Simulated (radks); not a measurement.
Species: the antimony ion Sb+. Configuration: [Kr] 4d10 5s2 5p2. Method: Dirac Kohn-Sham, PBEsol, spin-unpolarised, spherical densities, finite nucleus; open shells fill j = l - 1/2 first; Fermi nuclear charge, rms radius 4.6802 fm; computed with a radial shooting solver on a logarithmic mesh with Libxc functionals.

X-ray form factor f0, the Fourier transform of the density (f0(0) = 50):

sin(theta)/lambda (1/angstrom)  f0 (electrons)
0.05                                    49.162
0.1                                     46.964
0.15                                    44.076
0.2                                     41.050
0.25                                    38.157
0.3                                     35.470
0.4                                     30.716
0.5                                     26.780
0.6                                     23.664
0.8                                     19.435
1                                       16.683
1.25                                    13.866
1.5                                     11.332
2                                        7.652
